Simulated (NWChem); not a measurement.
# VF4, doublet; SMILES [F][V]([F])([F])[F]

In the optimisation the excess spin sits in a1 (D2d, its own frame). This spin state was assumed; another may lie lower.

Give the equilibrium geometry at PBE-D3(BJ)/def2-SVP, spin-unrestricted (NWChem) as an XYZ file, with the point group.

point group D2d; any orientation.
```
5

V      0.0000     0.0000     0.0000
F      1.0430    -1.0430     0.8897
F     -1.0430     1.0430     0.8897
F     -1.0430    -1.0430    -0.8897
F      1.0430     1.0430    -0.8897
```
